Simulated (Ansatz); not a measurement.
Correlation energies of FH4InSi (`[F][InH][SiH3]`) by basis set

```csv
atom,x (Å),y (Å),z (Å)
F1,0.856,0.147,2.539
In2,0.567,-0.907,0.903
Si3,-0.476,0.590,-0.891
H4,1.098,-2.516,1.161
H5,0.435,1.733,-1.162
H6,-1.777,1.110,-0.395
H7,-0.704,-0.157,-2.156
```

Charge 0, multiplicity 1. Correlated methods include outer-core shells of In, which these sets cover unevenly. In: def2 effective core potential. Geometry: relaxed with PBE0-D4/def2-TZVP. Frozen core, restricted reference, Ansatz 0.2.0.

```csv
basis,HF (Eh),MP2 corr.,CCSD corr.,(T),CCSD(T) total
def2-SVP,-579.74451,-0.37858,-0.41609,-0.00886,-580.16946
def2-TZVPP,?,?,-0.69332,-0.02037,?
def2-QZVPP,?,?,–,–,–
```

(1) Fill in the withheld values. (An estimate is asked.)

Answers

(1) The calculation gave: def2-TZVPP HF (Eh): -579.98493; def2-TZVPP MP2 corr.: -0.67007; def2-TZVPP CCSD(T) total: -580.69862; def2-QZVPP HF (Eh): -580.00056; def2-QZVPP MP2 corr.: -0.89335.
